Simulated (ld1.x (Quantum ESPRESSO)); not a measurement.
**Pseudopotential generation for Pb: ultrasoft, LDA (PZ), fully relativistic.**

```
Element                 : Pb (Z = 82)
Generator               : ld1.x (Quantum ESPRESSO) 7.5
Type                    : ultrasoft
Functional              : LDA (PZ)
Relativity              : fully relativistic
Frozen core             : [Xe] 4f14 5d10
Valence charge          : 4
Reference configuration : 6s2 6p2
Partial waves           : 6s (bound): rcut 2.20, rcutus 2.35 bohr; 6s channel at -0.45 Ry: rcut 2.20, rcutus 2.35 bohr; 6p (bound): rcut 2.15, rcutus 2.85 bohr; 6p channel at 0.1 Ry: rcut 2.15, rcutus 2.85 bohr
Local potential         : all-electron potential smoothed inside 2.35 bohr (lloc = -1)
Core correction         : none
Augmentation charge     : PSQ, inside the norm-conserving radii
```

Open shells are filled in proportion to 2j + 1 (rel_dist='average').

Poles of the logarithmic derivatives, all-electron (AE) and pseudo (PS). s: poles at -0.4 (AE) and -0.4, 3.3 (PS) Ry. p1/2: poles at 0.6 (AE) and 0.6, 4.5 (PS) Ry. p3/2: poles at 1.0 (AE) and 1.0, 4.5 (PS) Ry. Test radius 3.12 bohr.

* Cutoffs needed: 6 Ry and 8 Ry (the cutoffs (Ry, on a coarse ladder) from which the occupation-weighted sum of valence levels, in a spherical-Bessel basis at the reference potential, stays within 10 and 1 mRy of its value at 400 Ry)
* Ghost test: no extra level below or beside the all-electron valence levels (s, p1/2, p3/2, d, f tested) (spherical-Bessel basis up to 400 Ry, 20 bohr box)
* Configuration tests: test run stopped at test 2 of 7 (negative rho)
* Lowest eigenvalue of the overlap operator: 0.32 (s channel)
* Density cutoff estimated by the generator: 57 Ry
